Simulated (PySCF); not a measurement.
C2H8GeO2Si, SMILES COC(=O)[SiH2][GeH3], GFN2-xTB optimised geometry. Atoms within 1.6 Å of the plane z = 0.6 Å (x, y, z in Å): C1 (1.19, -2.52, 0.00), O2 (0.53, -1.26, 0.00), C3 (-0.81, -1.26, 0.00), O4 (-1.47, -2.27, 0.00), Si5 (-1.40, 0.56, 0.00), Ge6 (0.67, 1.63, 0.04), H7 (1.00, -3.04, 0.94), H8 (2.25, -2.31, -0.12), H9 (0.83, -3.13, -0.83), H11 (-2.25, 0.76, 1.17), H12 (0.60, 3.13, 0.08), H13 (1.53, 1.30, 1.22).

Level of theory: B3LYP/def2-TZVP in PySCF.

Map of the HOMO−1 amplitude (bohr^(-3/2)) on the plane z = 0.6 Å; orbital energy -8.77 eV, overall sign arbitrary:

```
|===========================|
|===========================|
|===========================|
|===========================|
|===========================|
|===========================|
|===========================|
|===========----============|
|==========--------=========|
|==========---------========|
|==========---:-----========|
|========+==--------========|
|========+==-------=========|
|===========--==============|
|==============++===========|
|=========---=*#*+==========|
|========----=#@%+==========|
|=======--:.:=+#*===========|
|======--:  :-===---========|
|======--:. :---:.:--=======|
|=======--::---:..:--=======|
|=======--------::---=======|
|========-----------========|
|=============-----=========|
|===========================|
|===========================|
|===========================|
```
Scale: ten equal steps from -0.154 (start of ' ') to 0.220 (end of '@'), in the order ' .:-=+*#%@'; x runs from -5.50 to 5.50, y from -5.50 (bottom) to 5.50 (top).
